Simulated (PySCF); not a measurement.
CCl3, SMILES Cl[C+](Cl)Cl, charge +1. Atoms are numbered in the order given.

```xyz
4

C      0.0000     0.0000     0.0000
Cl     1.6556     0.0000     0.0000
Cl    -0.8278     1.4338     0.0000
Cl    -0.8278    -1.4338     0.0000
```
Charge +1, spin multiplicity 1.

Coordinates come from a r2SCAN-D4/def2-SVP optimisation.

Method: PBE/def2-TZVPD (PySCF).

Isolated molecule, no solvent.

### Question
Estimate the frontier levels, gap, dipole moment and polarisability. (The exact figures need the calculation; the answer reports its results.)

### Answer

highest occupied level: -13.99 eV
lowest empty level: -10.82 eV
orbital gap: 3.17 eV
dipole moment about the centre of nuclear charge: 0.00 D
mean static polarisability: 51.8 bohr³ (7.67 Å³)
polarisability, principal values: 32.6, 61.3, 61.3 bohr³
